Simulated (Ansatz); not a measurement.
One change: `[SiH3]/C=C(\[SiH3])Cl` becomes `[SiH3]C=C([SiH3])[SiH3]`.

Ansatz, PBE0-D4/def2-TZVP geometries, multiplicity 1. 

| property | `[SiH3]/C=C(\[SiH3])Cl` |
| --- | --- |
| size of the dipole moment (ωB97M-V/def2-TZVPP) / D | 0.84 |
| HOMO–LUMO gap (PBE0/def2-TZVPP) / eV | 6.32 |
| size of the dipole moment (B3LYP/def2-TZVPP) / D | 0.82 |
| HOMO–LUMO gap (PBE/def2-TZVPP) / eV | 4.29 |
| HOMO energy (ωB97M-V/def2-TZVPP) / eV | -9.86 |
| size of the dipole moment (PBE/def2-TZVPP) / D | 0.68 |

Problem. What does the change do to each property? (Best estimate.)

Solution. The calculation gave: 
| property | `[SiH3]C=C([SiH3])[SiH3]` | shift |
| --- | --- | --- |
| size of the dipole moment (ωB97M-V/def2-TZVPP) / D | 0.36 | -0.48 |
| HOMO–LUMO gap (PBE0/def2-TZVPP) / eV | 6.43 | 0.11 |
| size of the dipole moment (B3LYP/def2-TZVPP) / D | 0.33 | -0.49 |
| HOMO–LUMO gap (PBE/def2-TZVPP) / eV | 4.32 | 0.03 |
| HOMO energy (ωB97M-V/def2-TZVPP) / eV | -10.09 | -0.23 |
| size of the dipole moment (PBE/def2-TZVPP) / D | 0.31 | -0.37 |

With PBE0 the HOMO falls by 0.24 eV and the LUMO falls by 0.13 eV, so the gap widens by about 0.11 eV. PBE moves the HOMO by -0.18 eV and ωB97M-V by -0.23 eV. Dipoles are sizes alone; their direction can turn.

B3LYP here is the variant with VWN-RPA as its local correlation; programs differ in this.
